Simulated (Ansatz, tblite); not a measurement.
Removing and adding an electron: Si22H28, a nanocrystal cut from cubic silicon. The state is a singlet with charge 0. Geometry: PBE-D4/def2-SVP. Ansatz, gas phase; energy differences of separate SCF runs; the oxidised species was run as a doublet alone; the reduced species was run as a doublet alone.

Cartesian coordinates in Å:
```
Si 1.7490 -2.9894 -2.2728
Si 3.9273 0.0405 -1.3169
Si -0.4595 -4.6864 0.3761
Si -2.0610 -2.6291 -2.4492
Si 0.1056 0.3952 -1.4911
Si -3.7144 0.7614 -1.6684
Si -2.0961 -1.2859 1.1482
Si -1.5480 3.7755 -0.7163
Si 1.7059 -1.6444 1.3228
Si 3.8973 1.3727 2.2885
Si 0.0658 1.7211 2.0976
Si 2.2836 3.4139 -0.5406
Si -3.7647 2.0954 1.9363
Si -0.2987 -4.0899 -1.8965
Si 1.8760 -1.0505 -0.9459
Si 4.0627 1.9758 0.0180
Si -0.3377 -2.7474 1.7061
Si -1.9455 -0.6902 -1.1213
Si 0.2276 2.3327 -0.1669
Si -3.6074 2.6992 -0.3346
Si -1.9920 0.6471 2.4871
Si 1.8429 0.2854 2.6634
H 2.9002 -3.9035 -1.9301
H 1.8681 -2.6060 -3.7277
H 4.0365 0.4119 -2.7758
H 5.0597 -0.9001 -0.9835
H 0.6645 -5.6266 0.7368
H -1.7668 -5.3978 0.6254
H -1.9707 -2.2409 -3.9050
H -3.3895 -3.3092 -2.2239
H 0.2089 0.7810 -2.9489
H -3.6188 1.1343 -3.1278
H -5.0281 0.0517 -1.4480
H -3.4201 -1.9818 1.3701
H -1.4354 4.1725 -2.1681
H -1.4524 5.0259 0.1236
H 2.8510 -2.5732 1.6580
H 5.0376 0.4552 2.6566
H 3.9890 2.6071 3.1517
H 0.1457 2.9770 2.9360
H 2.3795 3.8118 -1.9934
H 2.3472 4.6677 0.2973
H -5.0848 1.4101 2.1914
H -3.7024 3.3327 2.7981
H -0.3767 -5.3341 -2.7526
H 5.3817 2.6745 -0.2247
H -0.4389 -3.1088 3.1708
H -4.7454 3.6296 -0.6902
H -2.0747 0.2470 3.9430
H 1.7167 -0.1107 4.1172
```

The xTB rows come from tblite. Correlated methods freeze 110 core orbitals. Single mean-field runs in def2-SVP are fitted with def2-universal-jkfit. HOMO above LUMO, or a gap near zero within one spin, warns that the state may not be the lowest or that an electron is smeared out.

```
          level  −HOMO (eV)  vertical IE (eV)  −LUMO (eV)  vertical EA (eV)  HOMO–LUMO gap (eV)  IE − EA (eV)                                                                   remarks
       GFN1-xTB       11.17             12.37        8.56              7.23                2.61          5.14                                                                         –
       GFN2-xTB        8.78             10.10        5.95              4.58                2.83          5.52                                                                         –
PBE-D4/def2-SVP        6.16                 –        2.08              0.80                4.07             –  HOMO above zero (-1 doublet), gap within one spin near zero (-1 doublet)
```

Task: Estimate the rows for PBE0-D4/def2-SVP, B2PLYP/def2-SVP.

Result: 
| level | −HOMO (eV) | vertical IE (eV) | −LUMO (eV) | vertical EA (eV) | HOMO–LUMO gap (eV) | IE − EA (eV) | remarks |
| --- | --- | --- | --- | --- | --- | --- | --- |
| PBE0-D4/def2-SVP | 7.12 | 8.18 | 1.45 | 0.59 | 5.67 | 7.59 | HOMO above zero (-1 doublet) |
| B2PLYP/def2-SVP | – | 8.09 | – | 0.24 | – | 7.85 | – |

Run but left out: PBE-D4/def2-SVP (charge +1 doublet: an occupied level 0.03 eV above an empty one).   A HOMO above zero means that the electron is unbound at that level or that self-interaction error raises the level; the energy of removing that electron tells which. Raw xTB energy differences between charge states are shifted by several eV; the methods need an empirical correction for them. Sets without diffuse functions give affinities that are too small.
